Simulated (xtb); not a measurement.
(E)-2-fluorobut-2-ene (C₄H₇F), SMILES F/C(=C/C)C. All values are semi-empirical tight-binding results from xtb (GFN2-xTB unless named), good for trends rather than for accurate numbers. Geometry: GFN2-xTB.

### Question
Estimate the properties. (An estimate is asked for; the answer gives what the named calculation found.)

### Answer

- point group as xtb finds it = Cs
- orbital gap = 5.16 eV
- dipole moment = 2.47 D
- zero-point energy = 61.6 kcal/mol
- G − E(el) at 298.15 K (modified RRHO) = 42.7 kcal/mol
- static polarisability (D4 model) = 51.2 bohr³
- solvation energy, GFN2-xTB/ALPB(water) = -2.5 kcal/mol
- solvation energy, GFN2-xTB/ALPB(ether) = -4.8 kcal/mol

### Question
Give the IR lines (harmonic; lines under 4 % of the strongest left out, lines within 3 cm⁻¹ merged). (An estimate is asked for; the answer gives what the named calculation found.)

### Answer
ν (cm⁻¹): 401 (w), 504 (w), 819 (m), 834 (m), 973 (w), 1028 (m), 1053 (w), 1135 (s), 1166 (vs), 1309 (m), 1394 (m), 1407 (w), 1469 (w), 1475 (w), 1766 (m), 3001 (m), 3006 (m), 3016 (m), 3021 (m), 3058 (w), 3078 (w), 3082 (s) (against the strongest line: vs over 80 %, s over 45 %, m over 15 %, w over 4 %, vw less)
